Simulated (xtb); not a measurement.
xtb input (GFN1-xTB):

```bash
xtb mol.xyz --gfn 1 --opt tight --chrg 0 --uhf 0
```
mol.xyz:
```
5

O     -1.93430569    -0.60455420    -0.16607310
Al    -0.33499085    -0.10531576    -0.02908813
Cl     1.23868944    -1.26118524    -0.76756138
Cl     0.05713057     1.71016184     0.90213181
H     -2.19961368    -1.42706349    -0.58096687
```

End of the output:

```
   8 O   13 Al          1     1.6684955     1.6684955     1.6684955
  13 Al  17 Cl          2     2.0573493     2.0652398     2.0494587

optimized geometry written to: xtbopt.xyz

           -------------------------------------------------
          | TOTAL ENERGY              -15.242251850878 Eh   |
          | GRADIENT NORM               0.000070778547 Eh/α |
          | HOMO-LUMO GAP               5.512427510773 eV   |
           -------------------------------------------------

------------------------------------------------------------------------
------------------------------------------------------------------------
 total:
 SCF:
 ANC optimizer:
```
